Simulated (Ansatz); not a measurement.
```yaml
crystal:
  periodic: [false, false, false]
  atoms:
    - {symbol: C, position_ang: [1.372217, -0.280832, -0.938657]}
    - {symbol: C, position_ang: [0.879831, -0.398895, 0.287944]}
    - {symbol: F, position_ang: [1.680571, -0.932109, 1.251532]}
    - {symbol: Al, position_ang: [-0.920540, 0.137983, 0.823735]}
    - {symbol: O, position_ang: [-1.827500, 0.785620, -0.452188]}
    - {symbol: H, position_ang: [0.747598, 0.141508, -1.716195]}
    - {symbol: H, position_ang: [2.380831, -0.593500, -1.191985]}
    - {symbol: H, position_ang: [-1.498567, -0.004402, 2.286155]}
    - {symbol: H, position_ang: [-2.726040, 1.098227, -0.367442]}
basis:
  gaussian: {orbitals: def2-TZVPP, final_grid: {core_spheres: 20, valence_spheres: 16, degree: 47}}
hamiltonian: {xc: {name: revPBE}, dispersion: d4}
```

```sh
$ ansatz run in.yaml --threads 2 --pin off --events-out ev --progress --plain --max-ram 4352MiB
```

Output, abridged:

```
Functional definition: revPBE
1172 factors; their error is unknown
mean field evaluation 1: about -13485.3620 eV, gradient 8.7e1 eV
mean field evaluation 2: about -13409.3074 eV, gradient 1.9e2 eV
mean field evaluation 4: about -13499.4809 eV, gradient 1.8e1 eV
mean field evaluation 8: about -13500.1552 eV, gradient 3.1e-1 eV
mean field evaluation 16: about -13500.1288 eV, gradient 1.3e-4 eV
mean field -13500.12875592 eV, -496.1205810641 hartree, gradient 3.5e-5 eV, S^2 0.000000; 0 other end points of the search recorded, 0 dependent functions left out
reference -13500.12881005 eV, -496.1205830535 hartree; 23, 23 occupied and 199, 199 virtual orbitals, 1172 factors
Total energy: -13500.60641772 eV, -496.1381348116 hartree
```

Hardware: 2 threads of an INTEL XEON PLATINUM 8581C on a shared host. Wall time 2.2 s, peak host memory 0.41 GiB.
